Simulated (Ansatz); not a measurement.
Calculated with Ansatz (gas phase, PBE0-D4/def2-TZVP geometries, no zero-point term in ΔE). CBS: MP2 limit from def2 TZ/QZ plus the TZ coupled-cluster correction, frozen cores. DFT in def2-TZVPP. B3LYP here is the variant with VWN-RPA as its local correlation; programs differ in this. For Se outer-core shells are correlated without core-valence functions, which leaves a few kJ/mol of doubt a bond. Scalar relativity is left out up to krypton. One conformer a species, not always the lowest.

`F[SiH](F)S[SiH2]Cl` + `ClB[SeH]` → `F[Si](F)(Cl)S[SiH2]Cl` + `B[SeH]`  (redistribution)

`F[SiH](F)S[SiH2]Cl`:

Z-matrix (Å, degrees):
```
Si
F 1 1.584
S 1 2.106 2 111.2
F 1 1.584 2 105.8 3 -120.4
H 1 1.470 2 109.0 3 121.3
Si 3 2.140 1 98.7 2 -70.8
Cl 6 2.043 3 111.5 1 -91.4
H 6 1.476 3 106.0 1 151.0
H 6 1.477 3 110.1 1 29.0
```

`ClB[SeH]`:

Cartesian coordinates in Å:
```
Cl 1.184 -0.936 -1.569
B 0.018 -0.256 -0.466
Se 0.641 0.582 1.140
H -1.140 -0.322 -0.724
H -0.703 0.932 1.619
```

`F[Si](F)(Cl)S[SiH2]Cl`:

```xyz
9

F    -2.826    0.957   -0.486
Si   -1.263    0.926   -0.298
F    -0.956    1.106    1.240
Cl   -0.484    2.505   -1.278
S    -0.573   -0.930   -0.992
Si    1.136   -1.190    0.272
Cl    2.497    0.317    0.036
H     0.743   -1.229    1.694
H     1.727   -2.462   -0.189
```

`B[SeH]`:

Cartesian coordinates in Å:
```
B 0.512 -0.045 0.378
Se -1.355 0.021 0.036
H 1.300 0.026 -0.509
H 0.824 -0.161 1.521
H -1.282 0.160 -1.426
```

```csv
level,ΔE (kcal/mol)
PBE-D4,-2.7
PBE0-D4,-3.5
B3LYP-D4,-4.0
PBE,-1.6
SCS-MP2/def2-TZVPP,-3.0
CCSD(T)/def2-TZVPP,-3.2
SCS-MP2/def2-QZVPP,-3.4
CCSD/CBS(def2),-3.9
```

What does CCSD(T)/CBS give? (Best estimate.)

The calculation gave: -3.8 kcal/mol. The listed levels differ from it by 1.1, 0.3, -0.2, 2.2, 0.8, 0.6, 0.4, -0.1 kcal/mol.

Largest T1 diagnostic among the species: 0.013.

From PBE to PBE0 (25 % exact exchange), in def2-TZVPP and without D4, ΔE moves by −0.9 kcal/mol. The D4 term adds −1.8 kcal/mol with B3LYP and −1.0 kcal/mol with PBE0; it sums over pairs of atoms, weighted by their polarisabilities, and B3LYP, whose exchange is more repulsive, gets the larger term.
